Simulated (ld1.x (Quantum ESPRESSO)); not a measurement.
## What one change does to a pseudopotential (bismuth (Bi), PAW)

ld1.x (Quantum ESPRESSO) 7.5 input, shortened:

```
&input
   title='Bi', zed=83., rel=1, dft='PZ', iswitch=3,
   config='[Xe] 4f14 5d10 6s1 6p4'
 /
 &inputp
   pseudotype=3, lpaw=.true., tm=.true., lloc=-2, rcloc=1.95,
   nlcc=.false.,
   which_augfun='BESSEL', rmatch_augfun=2.05
 /
6
6S  1  0   1.00   0.00  1.85  2.00  0.0
6S  1  0   0.00  -0.40  1.85  2.00  0.0
6P  2  1   4.00   0.00  1.85  2.25  0.0
6P  2  1   0.00   1.35  1.85  2.25  0.0
5D  3  2  10.00   0.00  1.90  2.25  0.0
5D  3  2   0.00  -1.25  1.90  2.25  0.0
 &test
   configts(1)='5d10 6s1 6p4'
 /
```

Change: waves 5d (bound): rcut 1.90, rcutus 2.60 bohr; 5d channel at -1.25 Ry: rcut 1.90, rcutus 2.60 bohr.

Cutoffs: the cutoffs (Ry, on a coarse ladder) from which the occupation-weighted sum of valence levels, in a spherical-Bessel basis at the reference potential, stays within 10 and 1 mRy of its value at 400 Ry; they do not see the model core or the augmentation charge, which bear on the density cutoff. Errors are all-electron minus pseudo energies relative to the spin-unpolarised reference configuration.

Q: How do hardness, ghosts and transferability respond?

A: The potential gets softer (21 Ry and 40 Ry → 18 Ry and 30 Ry); the number of tests with a reliable result goes from 9 to 4 (the test run of the changed file stopped, so its transferability is not established); the errors of the 4 common tests hardly move; neither file shows a bound ghost. A larger radius leaves more room for a smooth pseudo-wave, so fewer plane waves are needed.

| quantity | base | changed |
| --- | --- | --- |
| cutoff, loose | 21 Ry | 18 Ry |
| cutoff, tight | 40 Ry | 30 Ry |
| loose cutoff by channel (10 mRy a level) | s 8 Ry, p 6 Ry, d 18 Ry | s 8 Ry, p 6 Ry, d 12 Ry |
| bound ghosts | none | none |
| tests with a reliable result | 9 of 9 | 4 of 9 (the test run stopped) |
| error for 5d10 6s2 6p3, meV [ΔE -10.18 eV] | +1.1 | +0.9 |
| error for 5d10 6s2 6p2, meV [ΔE -2.02 eV] | -2.3 | -2.4 |
| error for 5d10 6s2 6p1, meV [ΔE 13.54 eV] | -8.9 | -9.2 |
| error for 5d10 6s1 6p3, meV [ΔE 8.87 eV] | -3.9 | -4.0 |
| lowest overlap eigenvalue by channel | s 0.41, p 0.52, d 0.09 | s 0.41, p 0.52, d 0.05 |
